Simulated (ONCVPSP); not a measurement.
**caesium: variants of one ONCV potential**

Base potential:

```json
{"Element": "Cs (Z = 55)", "Generator": "ONCVPSP 4.0.1", "Type": "optimised norm-conserving Vanderbilt (ONCV)", "Functional": "PBE", "Relativity": "fully relativistic", "Frozen core": "[Kr] 4d10", "Valence charge": "9", "Reference configuration": "5s2 5p6 6s1", "Partial waves": "5s+6s: rc 3.40 bohr, ncon 3, nbas 8, qcut 3.8 1/bohr, 2 projectors; 5p: rc 2.00 bohr, ncon 3, nbas 8, qcut 4.3 1/bohr, 1 projector; d scattering state at 0.17 Ha: rc 2.65 bohr, ncon 5, nbas 9, qcut 3.4 1/bohr, 2 projectors, debl 3.8 Ha", "Local potential": "polynomial inside 1.30 bohr (lpopt 5, dvloc0 0 Ha)", "Core correction": "none"}
```

Open shells are filled in proportion to 2j + 1.

In the d channel the program set the typed energies aside and used 0.050, 3.850 Ha (j = l + 1/2; the other j can differ).

Cutoffs, loose and tight: the cutoffs (Ha) at which the residual kinetic energy of the hardest occupied pseudo-wave falls to 1 and 0.1 mHa per electron. They do not see the model core or the augmentation charge, which bear on the density cutoff. Test errors are all-electron minus pseudo excitation energies from the reference, over the configurations 5s2 5p6 6s0; 5s2 5p6 6s0.5; 5s2 5p6 6s0 6p1; 5s2 5p5 6s1. A dash means not determined; rows that change the core or the reference have their own tests. The largest error is taken over the tests solved by every variant that gives reliable tests at all: 5s2 5p5 6s1; 5s2 5p6 6s0; 5s2 5p6 6s0.5.

A true bound ghost makes a file unfit for plane-wave use even where its test errors are small: the radial tests pick states by their node count and pass the ghost by.

```csv
change,outcome,"cutoff, loose","cutoff, tight",bound ghosts,GHOST(+) flags above zero,largest test error (meV)
base,"generated, projector energies reset by the program",8.3 Ha,37 Ha,"s, p3/2",p1/2,+42
s: qcut 2.4; p: qcut 2.7; d: qcut 2.1,"generated, projector energies reset by the program",22 Ha,60 Ha,"s, p3/2, p1/2",none,+54
s: qcut 2.9; p: qcut 3.3; d: qcut 2.6,"generated, projector energies reset by the program",19 Ha,58 Ha,"s, p3/2, p1/2",none,+51
s: qcut 3.2; p: qcut 3.6; d: qcut 2.8,"generated, projector energies reset by the program",12 Ha,55 Ha,"s, p3/2",p1/2,+49
s: qcut 3.6; p: qcut 4; d: qcut 3.2,"generated, projector energies reset by the program",7.9 Ha,51 Ha,"s, p3/2",p1/2,+45
s: qcut 4.1; p: qcut 4.7; d: qcut 3.7,"generated, projector energies reset by the program",8.8 Ha,15 Ha,"s, p3/2",p1/2,+38
s: qcut 4.5; p: qcut 5.1; d: qcut 4,"generated, projector energies reset by the program",9.8 Ha,12 Ha,"s, p3/2",p1/2,+36
s: qcut 4.8; p: qcut 5.4; d: qcut 4.3,"generated, projector energies reset by the program",10 Ha,13 Ha,"s, p3/2",p1/2,+35
s: qcut 5.6; p: qcut 6.3; d: qcut 5,"generated, projector energies reset by the program",13 Ha,15 Ha,"s, p3/2",none,+36
```

Problem. What comes out with this change to the base: s: qcut 3.9; p: qcut 4.4; d: qcut 3.5?

Solution. outcome: generated, projector energies reset by the program; cutoff, loose: 8.4 Ha; cutoff, tight: 32 Ha; bound ghosts: s, p3/2; GHOST(+) flags above zero: p1/2; largest test error (meV): +41.

Problem. What comes out with this change to the base: s: qcut 5.2; p: qcut 5.9; d: qcut 4.6?

Solution. outcome: generated, projector energies reset by the program; cutoff, loose: 12 Ha; cutoff, tight: 14 Ha; bound ghosts: s, p3/2; GHOST(+) flags above zero: p1/2; largest test error (meV): +35.
